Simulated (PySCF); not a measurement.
Spin-rotation constants: SMILES CC(C)CC[SiH2]F, C₅H₁₃FSi

Molfile (atoms numbered from 1):
```
C5H13FSi
     RDKit          3D

 20 19  0  0  0  0  0  0  0  0999 V2000
   -1.4648    1.0504   -0.1452 C   0  0  0  0  0  0  0  0  0  0  0  0
   -0.7282   -0.2600   -0.4090 C   0  0  0  0  0  0  0  0  0  0  0  0
   -1.7303   -1.3661   -0.7370 C   0  0  0  0  0  0  0  0  0  0  0  0
    0.1317   -0.6805    0.7868 C   0  0  0  0  0  0  0  0  0  0  0  0
    1.2569    0.2976    1.1366 C   0  0  0  0  0  0  0  0  0  0  0  0
    2.4966    0.6504   -0.2575 Si  0  0  0  0  0  4  0  0  0  0  0  0
    1.9072    1.8273   -1.1929 F   0  0  0  0  0  0  0  0  0  0  0  0
   -0.7674    1.8766   -0.0395 H   0  0  0  0  0  0  0  0  0  0  0  0
   -2.1310    1.2803   -0.9739 H   0  0  0  0  0  0  0  0  0  0  0  0
   -2.0615    0.9759    0.7623 H   0  0  0  0  0  0  0  0  0  0  0  0
   -0.0737   -0.1185   -1.2765 H   0  0  0  0  0  0  0  0  0  0  0  0
   -1.2180   -2.3008   -0.9555 H   0  0  0  0  0  0  0  0  0  0  0  0
   -2.3290   -1.0948   -1.6036 H   0  0  0  0  0  0  0  0  0  0  0  0
   -2.4008   -1.5317    0.1045 H   0  0  0  0  0  0  0  0  0  0  0  0
    0.5723   -1.6578    0.5718 H   0  0  0  0  0  0  0  0  0  0  0  0
   -0.5178   -0.8020    1.6592 H   0  0  0  0  0  0  0  0  0  0  0  0
    1.7970   -0.1089    1.9945 H   0  0  0  0  0  0  0  0  0  0  0  0
    0.8226    1.2397    1.4766 H   0  0  0  0  0  0  0  0  0  0  0  0
    3.7407    1.2066    0.2581 H   0  0  0  0  0  0  0  0  0  0  0  0
    2.6924   -0.4731   -1.1627 H   0  0  0  0  0  0  0  0  0  0  0  0
  1  2  1  0
  2  3  1  0
  2  4  1  0
  4  5  1  0
  5  6  1  0
  6  7  1  0
  1  8  1  0
  1  9  1  0
  1 10  1  0
  2 11  1  0
  3 12  1  0
  3 13  1  0
  3 14  1  0
  4 15  1  0
  4 16  1  0
  5 17  1  0
  5 18  1  0
  6 19  1  0
  6 20  1  0
M  END
```

Method: GIAO HF/3-21G magnetisability, rotational g tensor and spin-rotation constants, non-relativistic, gas phase (PySCF 2.14.0). Geometry: GFN2-xTB.

Problem. Give the nuclear spin-rotation constants along the inertial axes (H = +C I·J) beside the isotropic shieldings.

Solution. Rotational constants 3.2885, 1.1650, 1.0491 GHz. A star marks the isotopologue with that one atom substituted, in its own axes.
```
atom  isotope  Caa (kHz)  Cbb (kHz)  Ccc (kHz)  mean (kHz)  σ (ppm)
  F7      19F     -0.941      0.428     -0.273      -0.262    480.1
  H8       1H     -0.037     -0.131     -0.104      -0.090     32.0
  H9       1H     -0.309     -0.031     -0.118      -0.153     32.6
 H10       1H     -0.277     -0.120     -0.059      -0.152     33.1
 H11       1H     -0.197     -0.115     -0.072      -0.128     32.3
 H12       1H     -0.400     -0.086     -0.041      -0.175     32.6
 H13       1H     -0.343     -0.019     -0.117      -0.159     32.5
 H14       1H     -0.208     -0.122     -0.073      -0.134     32.8
 H15       1H     -0.396     -0.085     -0.040      -0.173     32.4
 H16       1H     -0.240     -0.112     -0.062      -0.138     32.3
 H17       1H     -0.402     -0.019     -0.123      -0.181     33.4
 H18       1H     -0.408     -0.115     -0.021      -0.181     32.6
 H19       1H      0.057     -0.118     -0.090      -0.051     28.8
 H20       1H     -0.317     -0.127      0.036      -0.136     28.7
  C1     13C*      0.363      0.111      0.095       0.190    195.0
  C2     13C*      0.337      0.123      0.112       0.190    191.2
  C4     13C*      0.384      0.120      0.124       0.209    185.8
  C5     13C*      0.272      0.082      0.100       0.151    205.5
 Si6    29Si*     -1.545     -0.466     -0.487      -0.833    499.4
```
For the geometry as given, no vibrational averaging.
